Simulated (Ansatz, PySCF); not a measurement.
Complex: C2H2 (SMILES C#C) (first 4 atoms) with CH3I (SMILES CI); geometry from B3LYP-D3(BJ)/def2-TZVP.
(charge 0, multiplicity 1):
```xyz
9

C     -0.36684    -0.09415     0.76662
C     -0.26250    -1.05476     0.05944
H     -0.44791     0.75046     1.40922
H     -0.17605    -1.90233    -0.57582
C      1.57313    -0.84335     3.77882
I      0.86106     1.12350     4.30884
H      1.21203    -1.52885     4.53660
H      1.16848    -1.07624     2.80041
H      2.65587    -0.79832     3.76548
```

Monomers are frozen at their geometry in the pair; levels with a basis set take the counterpoise correction. Rows marked so take none.

Rows in 3-21G carry no dispersion term and start afresh at each structure; the Pople sets are all-electron and without relativity.

Programs: Ansatz (a quantum-chemistry and plane-wave program) with Gaussian orbitals; PySCF for 3-21G rows, the dispersion terms. Each number belongs to the level named beside it. In def2 rows elements past Kr take small-core potentials, without spin–orbit coupling.

Q: One of these levels gives 0.02 kcal/mol for the interaction energy. Which?
A) HF/def2-SVPD
B) HF/3-21G (no counterpoise)
C) revPBE-D4/def2-TZVPPD

A: A, HF/def2-SVPD. The others give -1.22 (HF/3-21G (no counterpoise)), -2.25 (revPBE-D4/def2-TZVPPD)
